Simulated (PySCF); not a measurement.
**Electronic structure of Ca (calcium, neutral) at the UHF level**

Configuration: [Ar] 4s2, closed-shell 1S. Computed with PySCF 2.14 in pcseg-2 (6s4p3d, 33 functions), with the non-relativistic Hamiltonian (point nucleus).

```json
{"Total energy": "-676.743973 hartree", "One-electron energy": "-926.6838 hartree", "Hartree (Coulomb) energy": "285.1373 hartree", "Exchange energy": "-35.1975 hartree", "Kinetic energy": "677.34592 hartree", "⟨S²⟩": "0.0000", "⟨L²⟩": "0.000", "Sum of ⟨r⟩": "21.23 bohr", "Sum of ⟨r²⟩": "56.46 bohr²", "Density at the nucleus (Gaussians lack the cusp)": "5260 bohr⁻³", "Langevin diamagnetic susceptibility": "-44.7 ×10⁻⁶ cm³/mol", "Time after the integrals": "0.06 s of wall time on 1 thread of Neoverse-V1 (shared host)"}
```

| shell | electrons | mean orbital energy (hartree) | rms radius, mean of both spins (bohr) |
| --- | --- | --- | --- |
| 1s | 2 | -149.32428 | 0.0897 |
| 2s | 2 | -16.79958 | 0.396 |
| 2p | 6 | -13.61023 | 0.364 |
| 3s | 2 | -2.24022 | 1.24 |
| 3p | 6 | -1.33725 | 1.38 |
| 4s | 2 | -0.19557 | 4.51 |
